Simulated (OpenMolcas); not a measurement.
Pr4+ with 7 ligands (fluoride) in pentagonal bipyramidal coordination (D5h). The axial distance is 1.08 times the equatorial one, R.

```
Program             : OpenMolcas 26.06
Method              : SS-CASPT2, IPEA 0.25 Eh, imaginary shift 0.1 Eh (closed shells correlated: 5s 5p and the ligand valence shells)
Basis               : ANO-RCC-VDZP [7s6p4d2f1g]
Scalar Hamiltonian  : DKH2, point nucleus
Active space        : 1 electron in 7 orbitals (4f)
State averaging     : 2S+1 = 2 odd, 7 roots
Spin-orbit coupling : state interaction with AMFI integrals over the reference wave functions
```

All ligands move together. At R = 2.23 Å the width of the lowest J multiplet is 1045 cm-1, and at R = 2.34 Å it is 958 cm-1.

Question: A third run gives 1120 cm-1. What distance was it run at?

Answer: With a power law R^-n the two known points give n = -ln(958 / 1045) / ln(2.34 / 2.23) = 1.81. Then R = 2.23 × (1045 / 1120)^(1/1.81) = 2.146 Å. The run was at 2.14 Å, so the estimate is off by +0.006 Å.

Over all roots computed the reference weight is 0.68 in R = 2.14, 0.68 in R = 2.23, 0.68 in R = 2.34; a low but even weight reflects the number of correlated electrons. Splittings of an f shell from a small cluster at a set distance can be off by tens of per cent, mostly too small. No measured value stands beside these numbers; the geometry was imposed, not optimised, and the real ion may take another.
